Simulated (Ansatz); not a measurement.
Reactions of C2H7NOSi, SMILES `C=NCO[SiH3]`.

Isolated molecules relaxed with PBE0-D4/def2-TZVP in Ansatz; ΔE leaves out vibrations. CCSD(T)/CBS is the MP2 limit (def2-TZVPP, def2-QZVPP) plus CCSD(T) − MP2 in def2-TZVPP, frozen cores. This one scheme is used for every species. DFT in def2-TZVPP. Elements past krypton have def2 core potentials. For Ge, In, Te outer-core shells are correlated without core-valence functions, which leaves a few kJ/mol of doubt a bond. Scalar relativity is left out up to krypton. One conformer a species, not always the lowest.

| reaction | ωB97M-V (eV) | PBE-D4 (eV) | r2SCAN-D4 (eV) | MP2/CBS(def2) (eV) |
| --- | --- | --- | --- | --- |
| `C=NCO[SiH3]` + `OC([SiH3])S` → `[SiH3]OC([SiH3])S` + `C=NCO` | -0.12 | -0.12 | -0.10 | -0.13 |
| `C=NCO[SiH3]` + H₂Te → `[SiH3]OC[TeH]` + `C=N` | 0.14 | 0.07 | 0.13 | -0.01 |
| `C=NCO[SiH3]` + `[OH][In]([SH])[O][SiH3]` → `[SiH3][O][In]([SH])[O][SiH3]` + `C=NCO` | -0.10 | -0.03 | -0.06 | -0.11 |
| `C=NCO[SiH3]` + `CC(C)=N` → `CC(C)=N[SiH3]` + `C=NCO` | 0.64 | 0.57 | 0.63 | 0.64 |
| `C=NCO[SiH3]` + `[OH][Al]([O][SiH3])[O][SiH3]` → `[SiH3][O][Al]([O][SiH3])[O][SiH3]` + `C=NCO` | -0.17 | -0.13 | -0.16 | -0.17 |
| `C=NCO[SiH3]` + H–F → `C=NCF` + `O[SiH3]` | -0.11 | -0.09 | -0.13 | 0.03 |
| `C=NCO[SiH3]` + `CSCS` → `CSCS[SiH3]` + `C=NCO` | 0.32 | 0.19 | 0.31 | 0.28 |
| `C=NCO[SiH3]` + `[F][GeH3]` → `[F][GeH2][SiH3]` + `C=NCO` | 0.81 | 0.59 | 0.76 | 0.86 |
| `C=NCO[SiH3]` + `[SiH3]S` → `[SiH3]OCS[SiH3]` + `C=N` | 0.20 | 0.19 | 0.24 | 0.17 |

(1) Give the CCSD(T)/CBS values in the same order. (An estimate is asked.)

Largest T1 diagnostic: 0.016, for `[OH][In]([SH])[O][SiH3]`.

Results:

(1) Computed: -0.12, 0.04, -0.13, 0.65, -0.19, -0.02, 0.31, 0.78, 0.18 eV.
